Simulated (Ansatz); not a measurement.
Harmonic frequencies (cm⁻¹) at PBE0-D4/def2-TZVP from Ansatz: 2, 111, 134, 251, 263, 303, 348, 454, 560, 622, 865, 980, 986, 1285, 1418.

Each molecule was computed in one conformer, which needn't be the lowest.

Which molecule is it?
A. `ClBBr`
B. `FB(S)Cl`
C. `BO[SiH3]`
D. `FB(F)[Si](F)(F)F`

D.
